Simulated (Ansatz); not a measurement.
Cost and result for the atomization energy of `CB(C)[SeH]` (11 atoms, 10 bonds).

| atom | x (Å) | y (Å) | z (Å) |
| --- | --- | --- | --- |
| C1 | -0.974 | -1.122 | -0.448 |
| B2 | 0.071 | -0.189 | 0.253 |
| C3 | 0.442 | 1.212 | -0.336 |
| Se4 | 0.893 | -0.875 | 1.866 |
| H5 | -1.045 | -2.135 | -0.048 |
| H6 | -1.966 | -0.661 | -0.361 |
| H7 | -0.772 | -1.186 | -1.523 |
| H8 | -0.438 | 1.719 | -0.743 |
| H9 | 1.114 | 1.052 | -1.189 |
| H10 | 0.950 | 1.887 | 0.354 |
| H11 | 1.725 | 0.297 | 2.175 |

Charge 0, multiplicity 1. Correlated methods include outer-core shells of Se, which these sets cover unevenly. Scalar relativity is left out up to krypton. Geometry: relaxed with PBE0-D4/def2-TZVP. It is one conformer, not always the lowest. Program: Ansatz. All runs use 4 threads of an Arm Neoverse V2 on a shared host. Times are those of one run each, without the atoms' runs, and a repeat can differ threefold. Electronic energies, without spin–orbit coupling; frozen cores. CCSD(T)/CBS adds CCSD(T) − MP2 in def2-TZVPP to the MP2 limit, and its time is that of the two runs behind it. T1 = 0.011. With those shells the extrapolation isn't a true limit. HSE06 is the plane-wave form, built on full-range PBE exchange.

CCSD(T)/CBS is a level of theory with its own doubt, some kJ/mol a heavy atom from the limit and from the frozen cores, so smaller differences don't rank the functionals.

```json
{"level": "BLYP-D4/def2-TZVPP", "functions": "239", "wall time": "1.8 s", "atomization (kJ/mol)": "4031.8", "difference from CCSD(T)/CBS": "-16.0", "per bond": "-1.6"}
{"level": "BHLYP-D4/def2-TZVPP", "functions": "239", "wall time": "2.5 s", "atomization (kJ/mol)": "3978.5", "difference from CCSD(T)/CBS": "-69.3", "per bond": "-6.9"}
{"level": "HSE06-D4/def2-TZVPP", "functions": "239", "wall time": "2.6 s", "atomization (kJ/mol)": "4077.6", "difference from CCSD(T)/CBS": "29.8", "per bond": "3.0"}
{"level": "CAM-B3LYP-D4/def2-TZVPP", "functions": "239", "wall time": "2.8 s", "atomization (kJ/mol)": "4065.9", "difference from CCSD(T)/CBS": "18.1", "per bond": "1.8"}
{"level": "r2SCANh-D4/def2-TZVPP", "functions": "239", "wall time": "3.9 s", "atomization (kJ/mol)": "4062.8", "difference from CCSD(T)/CBS": "15.0", "per bond": "1.5"}
{"level": "r2SCAN-D4/def2-TZVPP (with forces)", "functions": "239", "wall time": "4 s", "atomization (kJ/mol)": "4078.0", "difference from CCSD(T)/CBS": "30.2", "per bond": "3.0"}
{"level": "PBE-QIDH/def2-TZVPP", "functions": "239", "wall time": "4.3 s", "atomization (kJ/mol)": "4047.3", "difference from CCSD(T)/CBS": "-0.5", "per bond": "-0.1"}
{"level": "B2PLYP/def2-TZVPP", "functions": "239", "wall time": "4.3 s", "atomization (kJ/mol)": "4013.8", "difference from CCSD(T)/CBS": "-34.0", "per bond": "-3.4"}
{"level": "CCSD(T)/def2-SVP", "functions": "109", "wall time": "5 s", "atomization (kJ/mol)": "3876.6", "difference from CCSD(T)/CBS": "-171.2", "per bond": "-17.1"}
{"level": "B97M-V/def2-TZVPP", "functions": "239", "wall time": "7.5 s", "atomization (kJ/mol)": "4073.7", "difference from CCSD(T)/CBS": "25.9", "per bond": "2.6"}
{"level": "MP2/def2-QZVPP", "functions": "470", "wall time": "18 s", "atomization (kJ/mol)": "4045.8", "difference from CCSD(T)/CBS": "-2.0", "per bond": "-0.2"}
{"level": "CCSD(T)/def2-TZVPP", "functions": "239", "wall time": "2 min", "atomization (kJ/mol)": "3962.6", "difference from CCSD(T)/CBS": "-85.2", "per bond": "-8.5"}
{"level": "CCSD(T)/CBS(def2)", "functions": "–", "wall time": "2.3 min", "atomization (kJ/mol)": "4047.8", "difference from CCSD(T)/CBS": "0.0", "per bond": "0.0"}
```

From PBE to PBE0 (25 % exact exchange), in def2-TZVPP and without D4, the atomization energy moves by −37.1 kJ/mol: exact exchange takes away binding that semilocal exchange gives to molecules. The D4 term adds +33.6 kJ/mol with B3LYP and +17.6 kJ/mol with PBE0; it sums over pairs of atoms, weighted by their polarisabilities, and B3LYP, whose exchange is more repulsive, gets the larger term. In def2-TZVPP, CCSD(T) changes the Hartree–Fock value by +874.1 kJ/mol (the triples alone add +48.1 kJ/mol) and MP2 by +908.1 kJ/mol; breaking electron pairs costs correlation energy, which Hartree–Fock lacks.

B3LYP here is the variant with VWN-RPA as its local correlation; programs differ in this.
